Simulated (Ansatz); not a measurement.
Reaction (ligand exchange at the Si–C bond): `B[SiH2]C(F)Cl` + `O[SiH2]F` → `B[SiH2]O[SiH2]F` + `FCCl`

Gas-phase electronic energies from Ansatz, PBE0-D4/def2-TZVP geometries. CBS: MP2 limit from def2 TZ/QZ plus the TZ coupled-cluster correction, frozen cores. This one scheme is used for every species. DFT in def2-TZVPP. One conformer a species, not always the lowest.

Question: Is it downhill or uphill in electronic energy at CCSD(T)/CBS, and by how much? (Best estimate.)

Answer: Ansatz gave: Downhill: ΔE = -28.8 kcal/mol.

Question: What do these levels give: PBE-D4, r2SCAN-D4, ωB97X-V, ωB97M-V, r2SCAN, PBE0, HF/def2-TZVPP, SCS-MP2/def2-TZVPP, CCSD(T)/def2-TZVPP, MP2/def2-QZVPP, MP2/CBS(def2), CCSD/CBS(def2)? (Estimate.)

Answer: Computed: PBE-D4 -25.1, r2SCAN-D4 -28.2, ωB97X-V -28.6, ωB97M-V -28.2, r2SCAN -28.1, PBE0 -27.2, HF/def2-TZVPP -35.1, SCS-MP2/def2-TZVPP -30.3, CCSD(T)/def2-TZVPP -28.9, MP2/def2-QZVPP -29.4, MP2/CBS(def2) -29.1, CCSD/CBS(def2) -29.8 kcal/mol.

Largest T1 diagnostic among the species: 0.012.

From PBE to PBE0 (25 % exact exchange), in def2-TZVPP and without D4, ΔE moves by −2.1 kcal/mol. In def2-TZVPP, CCSD(T) changes the Hartree–Fock value by +6.2 kcal/mol (the triples alone add +1.0 kcal/mol) and MP2 by +5.9 kcal/mol.
